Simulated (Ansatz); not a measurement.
Geometry optimisation, RKS B3LYP/def2-SVP in Ansatz.

input.yaml

```yaml
crystal:
  periodic: [false, false, false]
  atoms:
    - { symbol: F, position_ang: [1.1227, -2.1629, -0.3551] }
    - { symbol: C, position_ang: [0.4624, -0.9222, -0.1771] }
    - { symbol: "N", position_ang: [-0.6138, -0.541, 0.518] }
    - { symbol: B, position_ang: [-0.5389, 0.9585, 0.1879] }
    - { symbol: S, position_ang: [0.859, 0.7116, -0.7682] }
    - { symbol: H, position_ang: [1.3236, 1.89052, -1.31472] }
basis:
  gaussian: { orbitals: def2-SVP }
hamiltonian:
  xc: b3lyp
relax:
  f_tol: 0.02
  max_steps: 50
```

Launched with:

```bash
$ ansatz run input.yaml --threads 1 --pin off --max-ram 2048MiB --backend cpu --events-out ev --progress --plain --runs-dir out
```

Where does it end, and by what steps?

It converged. After 18 steps the energy has fallen by 5.901 eV; S5 moved furthest, 1.57 Å. Parted: C2–S5.

| step | energy less start (eV) | largest force component (eV/Å) | accepted |
| --- | --- | --- | --- |
| 0 | 0.0000 | 5.425 | yes |
| 1 | -0.8961 | 4.792 | yes |
| 2 | -2.0073 | 2.076 | yes |
| 3 | -2.6832 | 1.901 | yes |
| 4 | -3.2382 | 3.073 | yes |
| 5 | -3.8672 | 1.140 | yes |
| 6 | -4.3370 | 1.182 | yes |
| 7 | -4.8066 | 0.878 | yes |
| 8 | -5.1593 | 1.122 | yes |
| 9 | -5.4189 | 1.277 | yes |
| 10 | -5.6297 | 0.527 | yes |
| 11 | -5.7231 | 1.666 | yes |
| 12 | -5.8654 | 0.472 | yes |
| 13 | -5.8319 | 1.104 | no |
| 14 | -5.8946 | 0.140 | yes |
| 15 | -5.8954 | 0.129 | yes |
| 16 | -5.8685 | 0.234 | no |
| 17 | -5.8967 | 0.240 | yes |
| 18 | -5.9006 | 0.017 | yes |

```xyz
6
Properties=species:S:1:pos:R:3
F 0.591 -2.395 1.034
C -0.072 -2.010 -0.059
N 0.191 -0.747 -0.306
B 0.305 0.452 -0.721
S 0.371 2.069 -1.392
H 1.228 2.565 -0.465
```

Whether the end is a true minimum wasn't checked by a vibrational analysis.

Run time: 2.2 min on 1 CPU thread of a shared host.
